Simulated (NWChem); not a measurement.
Molecule: SiH4O3; SMILES O[SiH](O)O

```xyz
8

Si    -0.0353    -0.0193     0.5119
O     -1.5752     0.2832    -0.0554
O      0.3455    -1.6104     0.1978
O      0.9219     1.1050    -0.2839
H      0.1161     0.0985     1.9925
H     -1.6824     1.1810    -0.4156
H      0.0937    -1.9094    -0.6944
H      1.8347     1.1804     0.0434
```
Atoms are numbered in this order, from 1.

Computed with NWChem. Pople sets run with spherical d functions. The geometry was optimised at PBE-D3(BJ)/def2-SVP. Solvent water, SMD (1 M gas to 1 M solution), gas-phase geometry. Reactions with the solvent are ignored.

Problem. Taking PBE0/6-311++G** as the yardstick, which of these has the fewest basis functions while keeping “dipole in solution (D)” within 0.1 D of it: PBE0/6-31G*; PBE0/6-311G**; PBE0/6-31+G*; PBE0/3-21G; PBE0/STO-3G?

Solution. PBE0/6-31G*.
```
level            basis functions  dipole in solution (D)  relative time (rough)
---------------  ---------------  ----------------------  ---------------------
PBE0/STO-3G                   28                    1.51                      1
PBE0/3-21G                    48                    2.51                      1
PBE0/6-31G*                   68                    2.25                      4
PBE0/6-31+G*                  84                    2.29                      5
PBE0/6-311G**                104                    2.24                      5
PBE0/6-311++G**              124                    2.25                      9
```

The yardstick is one finite set, not the basis-set limit.
